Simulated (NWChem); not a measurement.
**Correlation energy of sulfur trioxide (O3S)**

```xyz
4

O      0.0000     0.0000     1.4693
S      0.0000     0.0000     0.0000
O     -1.2725     0.0000    -0.7347
O      1.2725     0.0000    -0.7347
```
Charge 0, spin multiplicity 1.

The numbers come from NWChem runs, not from measurements. The geometry was optimised at PBE/def2-SVP, a minimum by its harmonic frequencies.

Basis set: STO-3G. Each correlation energy counts from its own Hartree-Fock reference.

```json
[
 {"method": "MP2", "correlation energy (mHa)": "-233.3", "difference from CCSD(T)": "+27.2"},
 {"method": "SCS-MP2", "correlation energy (mHa)": "-228.0", "difference from CCSD(T)": "+32.5"},
 {"method": "CCSD", "correlation energy (mHa)": "-231.6", "difference from CCSD(T)": "+28.9"},
 {"method": "CCSD+T(CCSD)", "correlation energy (mHa)": "-264.6", "difference from CCSD(T)": "-4.2"},
 {"method": "CCSD(T)", "correlation energy (mHa)": "-260.5", "difference from CCSD(T)": "0.0"},
 {"method": "CR-CCSD[T]", "correlation energy (mHa)": "-258.1", "difference from CCSD(T)": "+2.4"},
 {"method": "CR-CCSD(T)", "correlation energy (mHa)": "-254.6", "difference from CCSD(T)": "+5.8"},
 {"method": "CCSDT", "correlation energy (mHa)": "-262.5", "difference from CCSD(T)": "-2.0"}
]
```

The values span 36.6 mHa, from CCSD+T(CCSD) (lowest) to SCS-MP2 (highest). 

The correlated methods keep 8 core orbitals frozen. No row is a measurement; the coupled-cluster row has its own basis-set and correlation limits.
